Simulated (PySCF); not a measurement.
# Computed records: BGeH$_{2}$O$_{2}$, B$_{2}$GeH$_{3}$O

All values are calculated (PySCF 2.14.0). Calculation on a computer-drawn molecule: optimised geometry and harmonic frequencies of an isolated molecule of the commonest isotopes, restricted reference for singlets and unrestricted otherwise, frozen core in MP2; on germanium a core potential holds 10 electrons, which the energies leave out, and 3d is frozen in MP2 and coupled-cluster steps.

Common to all runs: charge -1; multiplicity 1; method HF; basis aug-cc-pVDZ; basis and core potential on germanium aug-cc-pVDZ-PP ECP10MDF.

(1) BGeH$_{2}$O$_{2}$

Start structure:
```xyz
6
BGeH2O2
B      0.6949    -2.0967    -1.6386
Ge     2.2138    -0.9962    -2.4952
O      2.4740     0.3686    -1.7064
O      3.0767    -1.5139    -3.8354
H     -0.3855    -1.8087    -1.9555
H      0.9453    -2.7544    -0.7560
```

* rotational constants: 6.611, 6.393, 3.34 GHz
* total energy: -468.9447 hartree
* convergence status largest gradient component: 1.846e-05 hartree/bohr

Drawn bonds:
```tsv
atom	other atom	order
1	2	1
2	3	2
2	4	1
1	5	1
1	6	1
```

Optimised structure:
```xyz
6
BGeH2O2
B      0.7211    -2.0344    -1.6427
Ge     2.2743    -0.9073    -2.4803
O      2.5623     0.5219    -1.6813
O      2.9701    -1.6227    -3.8100
H     -0.4245    -1.9068    -1.9934
H      0.9159    -2.8520    -0.7794
```

Modes:
```tsv
frequency (cm⁻¹)	reduced mass (dalton)
123.3	4.218
211.1	1.034
237.3	6.057
317.9	16.34
547.4	4.392
618.4	1.295
904.5	16.1
941.6	1.387
977.7	18.53
1251	1.157
2611	1.055
2670	1.123
```

(2) B$_{2}$GeH$_{3}$O

Start structure:
```xyz
7
B2GeH3O
B      0.3748     1.1816    -1.8862
Ge     0.2561    -0.6797    -1.4378
B      0.7167    -0.7678     0.4211
O      1.0526    -0.8416     1.5708
H      1.4626     1.7485    -1.7556
H     -0.3604     1.8521    -2.4953
H     -1.2597    -0.9735    -1.3911
```

* rotational constants: 11.73, 2.547, 2.135 GHz
* total energy: -419.4232 hartree
* convergence status largest gradient component: 2.427e-05 hartree/bohr

Drawn bonds:
```tsv
atom	other atom	order
1	2	1
2	3	1
3	4	2
1	5	1
1	6	1
2	7	1
```

Optimised structure:
```xyz
7
B2GeH3O
B      0.4080     1.2929    -1.9656
Ge     0.1550    -0.6321    -1.4270
B      0.7622    -0.8358     0.5435
O      1.1675    -1.0203     1.6654
H      1.4013     1.9062    -1.6503
H     -0.2912     1.8123    -2.8062
H     -1.3601    -1.0036    -1.3340
```

Modes:
```tsv
frequency (cm⁻¹)	reduced mass (dalton)
94.88	3.756
239.5	1.405
359.6	3.411
386.5	8.989
404.2	2.803
485.9	1.331
607.8	2.765
686.4	1.366
780.4	1.193
936.2	1.301
1245	1.161
1967	11.2
2029	1.029
2566	1.053
2619	1.122
```
